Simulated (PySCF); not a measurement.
**Continuum solvent and chemical shifts**

Structure with atom numbers: `[CH3:1][CH:2]([CH3:3])[SiH2:4][SiH3:5]`; H(Xn) means a hydrogen on atom n.

GIAO PBE0/pcSseg-1 in PySCF 2.14 on one PBE0-D3(BJ)/def2-SVP conformer, non-relativistic, equivalent nuclei averaged. Solvents enter as an IEF-PCM continuum (cyclohexane with ε = 2.0, dichloromethane with ε = 8.9) around the gas-phase geometry. Shifts are referred to TMS computed in the same medium.

In cyclohexane, δ in ppm: C1/C3 22.5, C2 14.0, Si4 -54.5, Si5 -109.1, H(Si4) 3.74, H(Si5) 3.46, H(C1)/H(C3) 1.14, H(C2) 0.91. Dipole moment 1.08 D.

Question: How does each δ change in the more polar medium?

Answer: 
```json
{"atoms": "C1/C3", "environment": "methyl carbon", "Δδ, dichloromethane": "+0.2"}
{"atoms": "C2", "environment": "sp3 CH bonded to Si", "Δδ, dichloromethane": "+0.5"}
{"atoms": "Si4", "environment": "silicon bonded to C, Si, 2 H", "Δδ, dichloromethane": "+0.1"}
{"atoms": "Si5", "environment": "silicon bonded to Si, 3 H", "Δδ, dichloromethane": "+0.2"}
{"atoms": "H(Si4)", "environment": "hydrogen on a silicon bonded to C, Si", "Δδ, dichloromethane": "-0.05"}
{"atoms": "H(Si5)", "environment": "hydrogen on a silicon bonded to Si", "Δδ, dichloromethane": "-0.03"}
{"atoms": "H(C1)/H(C3)", "environment": "hydrogen on a methyl carbon", "Δδ, dichloromethane": "0.00"}
{"atoms": "H(C2)", "environment": "hydrogen on an sp3 CH bonded to Si", "Δδ, dichloromethane": "+0.07"}
```

Changes are relative to cyclohexane. The dipole moment becomes 1.19 D in dichloromethane.

Question: Which nuclei move most (in ppm), and what does the model miss?

Answer: C2 (sp3 CH bonded to Si, +0.5 ppm) in dichloromethane. A continuum only polarises the solute; specific hydrogen bonds, the anisotropy of aromatic solvents and changes of geometry or conformer are outside it.
